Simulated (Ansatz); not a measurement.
Two isomers of C4H7FSi: A = `CC(F)=C=C[SiH3]`, B = `C=C1CC1(F)[SiH3]`.

Computed with Ansatz on PBE0-D4/def2-TZVP structures; ΔE is electronic, products minus reactants. CCSD(T)/CBS adds triple-zeta CCSD(T) − MP2 to the extrapolated MP2 energy (def2 sets, frozen cores). DFT in def2-TZVPP. B3LYP here is the variant with VWN-RPA as its local correlation; programs differ in this.

(1) Which is lower in electronic energy at CCSD(T)/CBS, and by how much? (Best estimate.)

(2) Give E(B) − E(A) in kJ/mol with B3LYP-D4, PBE-D4, B3LYP, B2PLYP, MP2/def2-TZVPP, CCSD/def2-TZVPP, HF/def2-TZVPP. (An estimate is asked.)

Largest T1 diagnostic: 0.012.

Results:

(1) Computed: A, by 48.4 kJ/mol.

(2) Ansatz gave: B3LYP-D4 56.5, PBE-D4 45.7, B3LYP 61.2, B2PLYP 56.2, MP2/def2-TZVPP 43.4, CCSD/def2-TZVPP 49.7, HF/def2-TZVPP 60.1. None reverses the order clearly.

In def2-TZVPP, CCSD(T) changes the Hartree–Fock value by −9.6 kJ/mol (the triples alone add +0.9 kJ/mol) and MP2 by −16.8 kJ/mol. The D4 term adds −4.6 kJ/mol with B3LYP and −2.3 kJ/mol with PBE0; it sums over pairs of atoms, weighted by their polarisabilities, and B3LYP, whose exchange is more repulsive, gets the larger term.
